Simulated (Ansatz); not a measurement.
`C/N=C(\C)BO` and `CC1=[N+](C)[AlH2-][N]1C` differ in one atom or group.

Ansatz, PBE0-D4/def2-TZVP geometries, multiplicity 1. Each molecule was computed in one conformer, which needn't be the lowest.

```json
{"property": "HOMO energy (PBE/def2-TZVPP) / eV", "`C/N=C(\\C)BO`": "-5.32"}
{"property": "HOMO–LUMO gap (PBE0/def2-TZVPP) / eV", "`C/N=C(\\C)BO`": "5.55"}
{"property": "LUMO energy (PBE/def2-TZVPP) / eV", "`C/N=C(\\C)BO`": "-2.24"}
{"property": "HOMO–LUMO gap (ωB97M-V/def2-TZVPP) / eV", "`C/N=C(\\C)BO`": "10.04"}
{"property": "size of the dipole moment (PBE/def2-TZVPP) / D", "`C/N=C(\\C)BO`": "1.47"}
{"property": "LUMO energy (ωB97M-V/def2-TZVPP) / eV", "`C/N=C(\\C)BO`": "0.87"}
```

Q: Give the same properties after the change, and the shifts. (Estimate.)

A: Computed: 
```csv
property,`CC1=[N+](C)[AlH2-][N]1C`,shift
HOMO energy (PBE/def2-TZVPP) / eV,-5.18,0.14
HOMO–LUMO gap (PBE0/def2-TZVPP) / eV,6.39,0.84
LUMO energy (PBE/def2-TZVPP) / eV,-0.95,1.29
HOMO–LUMO gap (ωB97M-V/def2-TZVPP) / eV,10.53,0.49
size of the dipole moment (PBE/def2-TZVPP) / D,4.37,2.90
LUMO energy (ωB97M-V/def2-TZVPP) / eV,1.94,1.07
```

With PBE0 the HOMO rises by 0.43 eV and the LUMO rises by 1.27 eV, so the gap widens by about 0.84 eV. PBE moves the HOMO by 0.14 eV and ωB97M-V by 0.57 eV. Dipoles are sizes alone; their direction can turn.
